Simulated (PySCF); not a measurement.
Spinor energies of Nd³⁴⁺ (neodymium, charge +34)

Start: [Ar] 3d8; 3d3/2 filled at m_j = -3/2, -1/2, +1/2, +3/2; 3d5/2 filled at m_j = -1/2, +1/2, +3/2, +5/2. Calculated with PySCF 2.14 in an even-tempered Gaussian basis (16 s from 6.2 bohr⁻², ratio 2.8; 12 p from 8.1 bohr⁻², ratio 2.8; 8 d from 8.1 bohr⁻², ratio 2.8; 3 f from 31 bohr⁻², ratio 3): generalised Hartree-Fock with the X2C-1e Hamiltonian and a Gaussian nucleus; one run each with spin-orbit coupling (SO) switched off, then screened by Boettger's factors.

```
spinor shell  electrons  ε, spin-free (eV)  ε, screened SO (eV)  weight of nominal j (screened SO)  rms radius, screened SO (bohr)
       1s1/2          2           -45250.7             -45243.4                              1.000                          0.0269
       2s1/2          2            -8619.4              -8616.8                              1.000                           0.109
       2p1/2          2            -7856.9              -8226.7                              1.000                          0.0935
       2p3/2          4            -7856.9              -7694.0                              1.000                          0.0993
       3s1/2          2            -2904.2              -2903.4                              1.000                           0.275
       3p1/2          2            -2656.4              -2741.9                              0.998                           0.266
       3d3/2          4            -2342.1              -2356.4                              0.977                           0.246
       3d5/2          4            -2342.1              -2330.9                              0.984                           0.249
```

(1) Where does 3p3/2 lie, and what is the 3p spin-orbit splitting (screened SO)?

| quantity | spin-free | screened SO |
| --- | --- | --- |
| E (hartree) | -8895.86527 | -8901.18533 |
| M_J | 4 | 4 |
| ⟨J²⟩ | 20.000 | 20.000 |
| ⟨L²⟩ | 12.000 | 12.716 |
| ⟨S²⟩ | 2.000 | 1.851 |

Each row is a mean over spinors that exchange with the open shell spreads, by up to 31.380 eV (3p3/2).

Breit and QED terms are absent; they matter most for the inner s and p1/2 levels.

Densities and radii are taken from the X2C orbitals without a picture-change correction, which distorts them close to the nucleus.

Without spin-orbit coupling the j labels of p, d and f shells carry no meaning; the spin-free column gives the mean over the occupied spinors of each nl shell.

Results:

(1) At -2618.2 eV, 123.75 eV above 3p1/2.
